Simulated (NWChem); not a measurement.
## Basis-set convergence for BeCl2

```xyz
3

Be     0.0000     0.0000     0.0000
Cl     0.0000     0.0000     1.8144
Cl     0.0000     0.0000    -1.8144
```
Charge 0, spin multiplicity 1.

Everything below was run with NWChem. All single points use one geometry, from PBE/def2-SVP, a minimum by its harmonic frequencies.

Quantity: LUMO energy at the level PBE.

The Pople sets run with spherical d functions. The structure started from a generated list of species.

```json
[
 {"basis": "3-21G", "functions": "35", "LUMO energy (eV)": "-1.14"},
 {"basis": "pcseg-1", "functions": "45", "LUMO energy (eV)": "-1.21"},
 {"basis": "6-31+G*", "functions": "62", "LUMO energy (eV)": "-1.38"},
 {"basis": "aug-pcseg-1", "functions": "67", "LUMO energy (eV)": "-1.35"},
 {"basis": "6-311++G**", "functions": "82", "LUMO energy (eV)": "-1.36"},
 {"basis": "def2-TZVP", "functions": "93", "LUMO energy (eV)": "-1.18"},
 {"basis": "def2-TZVPP", "functions": "103", "LUMO energy (eV)": "-1.17"},
 {"basis": "def2-TZVPD", "functions": "114", "LUMO energy (eV)": "-1.30"},
 {"basis": "aug-cc-pVTZ", "functions": "146", "LUMO energy (eV)": "-1.31"},
 {"basis": "cc-pVQZ", "functions": "173", "LUMO energy (eV)": "-1.17"}
]
```

Smallest basis within 0.1 eV of cc-pVQZ, the largest set run: 3-21G, with 35 functions against 173 (also within reach: pcseg-1, def2-TZVP, def2-TZVPP). cc-pVQZ isn't the basis-set limit itself, and a small set can land close by cancellation.
